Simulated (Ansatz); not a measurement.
One change: `[SiH3]S[SiH](Cl)Cl` becomes `[SiH3]S[SiH2]Cl`.

Ansatz, PBE0-D4/def2-TZVP geometries, multiplicity 1. Each molecule was computed in one conformer, which needn't be the lowest.

| property | `[SiH3]S[SiH](Cl)Cl` |
| --- | --- |
| HOMO–LUMO gap (B3LYP/def2-TZVPP) / eV | 7.15 |
| HOMO energy (PBE0/def2-TZVPP) / eV | -7.98 |
| LUMO energy (B3LYP/def2-TZVPP) / eV | -0.57 |
| LUMO energy (PBE/def2-TZVPP) / eV | -1.29 |
| LUMO energy (ωB97M-V/def2-TZVPP) / eV | 1.49 |
| HOMO–LUMO gap (ωB97M-V/def2-TZVPP) / eV | 11.62 |

Task: What does the change do to each property? (Best estimate.)

Result: The calculation gave: 
```csv
property,`[SiH3]S[SiH2]Cl`,shift
HOMO–LUMO gap (B3LYP/def2-TZVPP) / eV,7.15,0.00
HOMO energy (PBE0/def2-TZVPP) / eV,-7.83,0.15
LUMO energy (B3LYP/def2-TZVPP) / eV,-0.42,0.15
LUMO energy (PBE/def2-TZVPP) / eV,-1.11,0.18
LUMO energy (ωB97M-V/def2-TZVPP) / eV,1.53,0.04
HOMO–LUMO gap (ωB97M-V/def2-TZVPP) / eV,11.51,-0.11
```

Positive LUMOs are unbound, so they and the gaps depend on the basis.

B3LYP here is the variant with VWN-RPA as its local correlation; programs differ in this.
